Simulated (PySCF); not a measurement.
BiCl3, charge -1, multiplicity 2. Atoms are numbered in the order given.

```xyz
4

Bi     0.0000     0.0000     0.0000
Cl     2.6594     0.0000     0.0000
Cl    -1.3297     2.3031     0.0000
Cl    -1.3297    -2.3031     0.0000
```
Charge -1, spin multiplicity 2.

Coordinates come from a PBE0-D3(BJ)/def2-SVPD optimisation. The multiplicity is an assumed one; other spin states were not compared. The isomer is the one that the SMILES or the coordinates give; other isomers of the formula were not compared. The def2 effective core potentials stand for the cores of Bi; spin–orbit coupling is left out.

Method: ωB97X/def2-TZVPD run with PySCF.

Isolated molecule, no solvent.

```yaml
total_energy: -1595.52641 hartree
point_group: D3h
"α spin, highest occupied and lowest empty level": -4.18 and 3.99 eV
"β spin, highest occupied and lowest empty level": -5.66 and 2.00 eV
dipole_moment_about_the_centre_of_nuclear_charge: 0.00 D
mean_static_polarisability: 114.7 bohr³ (16.99 Å³)
polarisability_principal_values: 82.4, 130.8, 130.8 bohr³
"⟨S²⟩": 0.753 (pure state 0.75)
```
